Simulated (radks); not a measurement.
Task: The magnesium ion Mg+, configuration [Ne] 3s1 (the NIST ground configuration). Calculated with a radial shooting solver on a logarithmic mesh with Libxc functionals: non-relativistic Kohn-Sham, PBEsol, spin-unpolarised, spherical densities, point nucleus. Some entries of the table are withheld. Estimate them.

| orbital | occ. | eigenvalue (eV) | r(max) (bohr) |
|---|---|---|---|
| 1s | 2 | -1263.380 | (1) |
| 2s | 2 | -88.3505 | 0.5489 |
| 2p | 6 | -55.6315 | (2) |
| 3s | 1 | -11.2930 | 2.382 |

Result: 
(1) 1s r(max) (bohr): 0.08551
(2) 2p r(max) (bohr): 0.4789
